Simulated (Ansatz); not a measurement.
Start from `N=C(Cl)Br` and change one atom or group to get `N=CBr`.

Ansatz, PBE0-D4/def2-TZVP geometries, multiplicity 1. Each molecule was computed in one conformer, which needn't be the lowest.

Scalar relativity is left out up to krypton.

| property | `N=C(Cl)Br` |
| --- | --- |
| HOMO–LUMO gap (B3LYP/def2-TZVPP) / eV | 6.92 |
| size of the dipole moment (PBE/def2-TZVPP) / D | 1.05 |
| LUMO energy (PBE0/def2-TZVPP) / eV | -1.05 |
| HOMO energy (ωB97M-V/def2-TZVPP) / eV | -10.77 |
| size of the dipole moment (B3LYP/def2-TZVPP) / D | 1.15 |
| ideal-gas entropy at 298 K and 1 bar (rigid rotor, harmonic PBE0-D4/def2-TZVP) / J/(mol·K) | 302 |

(1) What does the change do to each property? (Estimate.)

Answers

(1) Ansatz gave: 
```tsv
property	`N=CBr`	shift
HOMO–LUMO gap (B3LYP/def2-TZVPP) / eV	6.97	0.05
size of the dipole moment (PBE/def2-TZVPP) / D	2.38	1.33
LUMO energy (PBE0/def2-TZVPP) / eV	-0.84	0.21
HOMO energy (ωB97M-V/def2-TZVPP) / eV	-10.50	0.27
size of the dipole moment (B3LYP/def2-TZVPP) / D	2.48	1.33
ideal-gas entropy at 298 K and 1 bar (rigid rotor, harmonic PBE0-D4/def2-TZVP) / J/(mol·K)	272	-30
```

Dipoles are sizes alone; their direction can turn.

B3LYP here is the variant with VWN-RPA as its local correlation; programs differ in this.

Spin–orbit coupling is left out; it splits and shifts lone-pair levels of the heavy atoms by tenths of an eV.
